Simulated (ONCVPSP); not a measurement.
Reading a pseudo-wave (N (Z = 7))

Columns: radius, all-electron u(r) and pseudo u(r) of the 2s shell (level -19.03 eV) of nitrogen in the configuration [He] 2s1 2p4; PBE, scalar-relativistic, ONCV scheme, ONCVPSP 4.0.1.

```tsv
r (bohr)	all-electron	pseudo
0.065	-0.3280	0.0603
0.130	-0.3854	0.1196
0.195	-0.3024	0.1793
0.260	-0.1538	0.2431
0.325	0.0178	0.3128
0.390	0.1884	0.3863
0.455	0.3455	0.4597
0.520	0.4831	0.5310
0.585	0.5991	0.6021
0.650	0.6934	0.6745
0.715	0.7672	0.7459
0.780	0.8219	0.8087
0.845	0.8600	0.8552
0.910	0.8835	0.8827
0.975	0.8947	0.8946
1.040	0.8954	0.8954
1.105	0.8878	0.8877
1.170	0.8733	0.8732
1.235	0.8533	0.8533
1.300	0.8292	0.8292
1.365	0.8019	0.8018
1.430	0.7723	0.7723
1.495	0.7411	0.7411
1.560	0.7090	0.7090
1.625	0.6765	0.6764
1.690	0.6438	0.6438
```

Problem. How many radial nodes do the two functions have?

Solution. The all-electron 2s function has n − l − 1 = 1; the pseudo-wave has 0, since the states of the same l below it are removed with the core.

Problem. At about which radius was the pseudo-wave matched?

Solution. 1.00 bohr, where the columns begin to agree (steps of 0.07 bohr).

Problem. Is the pseudo-wave norm-conserving?

Solution. Yes: the ONCV scheme keeps the norm inside the radius equal to the all-electron one, which fixes the energy derivative of the logarithmic derivative at the level.
